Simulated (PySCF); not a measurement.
## Atomic charges by several schemes

Species: C8H10N2.
Structure used (GFN2-xTB), in Å, numbered top down from 1:
```
atom  x, y, z in Å
C1    -0.7364    1.3362   -0.9731
C2    -0.4288    0.2037    0.0192
C3    -1.0640   -1.0928   -0.4743
C4    -0.9976    0.5607    1.4014
C5     1.0740    0.1129    0.1542
C6     1.6987    1.3021    0.6107
N7     2.2156    2.2570    0.9787
C8     1.8969   -0.9230   -0.0926
C9     1.5623   -2.2086   -0.5485
N10    1.3948   -3.2830   -0.9165
H11   -1.8126    1.4522   -1.0762
H12   -0.3200    1.1107   -1.9534
H13   -0.3190    2.2806   -0.6292
H14   -0.6899   -1.3682   -1.4577
H15   -0.8735   -1.9139    0.2129
H16   -2.1412   -0.9597   -0.5493
H17   -2.0780    0.6651    1.3380
H18   -0.7697   -0.2222    2.1228
H19   -0.5807    1.4982    1.7644
H20    2.9641   -0.7970    0.0654
```

Density: PBE0/pcSseg-1 (PySCF); schemes: Mulliken, IAO, Hirshfeld and ESP-fitted. Geometry: GFN2-xTB; no solvent, vibrations or thermal averaging.

**Question.** Tabulate the Mulliken, IAO, Hirshfeld and ESP-fitted charges.

**Answer.** In e:

```json
{"atom": "C1", "environment": "methyl carbon", "Mulliken": "-0.134", "IAO": "-0.417", "Hirshfeld": "-0.115", "ESP-fitted": "-0.635"}
{"atom": "C2", "environment": "allylic carbon", "Mulliken": "-0.631", "IAO": "+0.051", "Hirshfeld": "+0.032", "ESP-fitted": "+0.622"}
{"atom": "C3", "environment": "methyl carbon", "Mulliken": "-0.142", "IAO": "-0.421", "Hirshfeld": "-0.118", "ESP-fitted": "-0.571"}
{"atom": "C4", "environment": "methyl carbon", "Mulliken": "-0.134", "IAO": "-0.417", "Hirshfeld": "-0.115", "ESP-fitted": "-0.618"}
{"atom": "C5", "environment": "fully substituted alkene carbon", "Mulliken": "-0.043", "IAO": "+0.016", "Hirshfeld": "+0.056", "ESP-fitted": "-0.122"}
{"atom": "C6", "environment": "nitrile carbon", "Mulliken": "+0.157", "IAO": "+0.135", "Hirshfeld": "+0.093", "ESP-fitted": "+0.419"}
{"atom": "N7", "environment": "nitrile nitrogen", "Mulliken": "-0.224", "IAO": "-0.218", "Hirshfeld": "-0.194", "ESP-fitted": "-0.449"}
{"atom": "C8", "environment": "alkene CH carbon", "Mulliken": "-0.035", "IAO": "-0.179", "Hirshfeld": "-0.010", "ESP-fitted": "-0.376"}
{"atom": "C9", "environment": "nitrile carbon", "Mulliken": "+0.091", "IAO": "+0.138", "Hirshfeld": "+0.092", "ESP-fitted": "+0.491"}
{"atom": "N10", "environment": "nitrile nitrogen", "Mulliken": "-0.225", "IAO": "-0.221", "Hirshfeld": "-0.193", "ESP-fitted": "-0.467"}
{"atom": "H11", "environment": "methyl hydrogen", "Mulliken": "+0.122", "IAO": "+0.148", "Hirshfeld": "+0.050", "ESP-fitted": "+0.173"}
{"atom": "H12", "environment": "methyl hydrogen", "Mulliken": "+0.119", "IAO": "+0.145", "Hirshfeld": "+0.043", "ESP-fitted": "+0.161"}
{"atom": "H13", "environment": "methyl hydrogen", "Mulliken": "+0.135", "IAO": "+0.149", "Hirshfeld": "+0.041", "ESP-fitted": "+0.171"}
{"atom": "H14", "environment": "methyl hydrogen", "Mulliken": "+0.140", "IAO": "+0.149", "Hirshfeld": "+0.039", "ESP-fitted": "+0.163"}
{"atom": "H15", "environment": "methyl hydrogen", "Mulliken": "+0.140", "IAO": "+0.149", "Hirshfeld": "+0.039", "ESP-fitted": "+0.162"}
{"atom": "H16", "environment": "methyl hydrogen", "Mulliken": "+0.124", "IAO": "+0.148", "Hirshfeld": "+0.050", "ESP-fitted": "+0.150"}
{"atom": "H17", "environment": "methyl hydrogen", "Mulliken": "+0.122", "IAO": "+0.148", "Hirshfeld": "+0.050", "ESP-fitted": "+0.169"}
{"atom": "H18", "environment": "methyl hydrogen", "Mulliken": "+0.119", "IAO": "+0.146", "Hirshfeld": "+0.043", "ESP-fitted": "+0.157"}
{"atom": "H19", "environment": "methyl hydrogen", "Mulliken": "+0.135", "IAO": "+0.149", "Hirshfeld": "+0.041", "ESP-fitted": "+0.166"}
{"atom": "H20", "environment": "vinylic hydrogen", "Mulliken": "+0.165", "IAO": "+0.201", "Hirshfeld": "+0.078", "ESP-fitted": "+0.235"}
```

Mean size of the charges over all atoms: ESP-fitted 0.324 e, IAO 0.187 e, Mulliken 0.157 e, Hirshfeld 0.075 e. Each set sums to the total charge, 0, to within 0.001 e. The ESP scheme fits charges at the nuclei, held to the total charge, to the electrostatic potential on points at 1.4 to 2.0 times the van der Waals radii. The Hirshfeld scheme divides the density at each point in proportion to the densities of the neutral, spherically averaged free atoms.

Lowest charge. The schemes don't all agree: Mulliken C2 (-0.631); IAO C3 (-0.421); Hirshfeld N7 (-0.194); ESP-fitted C1 (-0.635).

Highest charge. The schemes don't all agree: Mulliken H20 (+0.165); IAO H20 (+0.201); Hirshfeld C6 (+0.093); ESP-fitted C2 (+0.622).

**Question.** How many electrons does the IAO scheme count on C6?

**Answer.** Z − q = 6 − (+0.135) = 5.865.

**Question.** Sum the charges by element.

**Answer.** 
```tsv
element	atoms	Mulliken	IAO	Hirshfeld	ESP-fitted
C	8	-0.870	-1.093	-0.085	-0.791
N	2	-0.449	-0.439	-0.387	-0.915
H	10	+1.319	+1.532	+0.472	+1.706
```

**Question.** How closely do the schemes follow one another over all atoms?

**Answer.** Correlation coefficient and root-mean-square difference: IAO with ESP-fitted 0.90, 0.202 e; IAO with Hirshfeld 0.87, 0.145 e; Hirshfeld with ESP-fitted 0.86, 0.300 e; Mulliken with IAO 0.57, 0.192 e; Mulliken with Hirshfeld 0.57, 0.163 e; Mulliken with ESP-fitted 0.29, 0.369 e.
